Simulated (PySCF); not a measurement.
Sn(H)(Cl)2(OMe) (CH₄Cl₂OSn), SMILES C[O][SnH]([Cl])[Cl]. Geometry: PBE-D3(BJ)/def2-SVP. The structure was generated by enumeration; whether it is a known compound was not checked. The def2 effective core potentials stand for the cores of Sn; spin–orbit coupling is left out. Other conformers were not sampled.

Computed equilibrium geometry at PBE-D3(BJ)/def2-SVP (PySCF confirms it by a frequency run) as a Z-matrix, and its point group (one conformer of several):
point group Cs.
```
O
C 1 1.4212
H 2 1.1105 1 107.39
H 2 1.1143 3 107.92 1 121.64
H 2 1.1143 3 107.92 4 116.72
Sn 1 1.9918 2 119.43 3 -180.00
H 6 1.7150 1 108.63 2 -180.00
Cl 6 2.3637 7 112.85 1 119.61
Cl 6 2.3637 7 112.85 1 -119.61
```
